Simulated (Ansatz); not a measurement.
Basis-set series for BH₆InSi, SMILES `B[SiH2][InH2]`. Total charge 0; spin multiplicity 1. In: def2 effective core potential. Geometry: relaxed with PBE0-D4/def2-TZVP.

| functional | basis | functions | energy (Eh) | HOMO (eV) | LUMO (eV) |
| --- | --- | --- | --- | --- | --- |
| PBE0-D4 | def2-TZVPP | 207 | -507.88173 | -6.91 | -1.98 |
| PBE0-D4 | def2-QZVPP | 389 | -507.89482 | -6.91 | -1.99 |
| ωB97M-V | def2-TZVPP | 207 | -507.93027 | -8.81 | -0.45 |
| ωB97M-V | def2-QZVPP | 389 | -507.94283 | -8.81 | -0.47 |

Problem. Give the rows for def2-SVP. (Best estimate.)

Solution. Computed: 
| functional | basis | functions | energy (Eh) | HOMO (eV) | LUMO (eV) |
| --- | --- | --- | --- | --- | --- |
| PBE0-D4 | def2-SVP | 88 | -507.74296 | -6.92 | -1.95 |
| ωB97M-V | def2-SVP | 88 | -507.78591 | -8.78 | -0.34 |
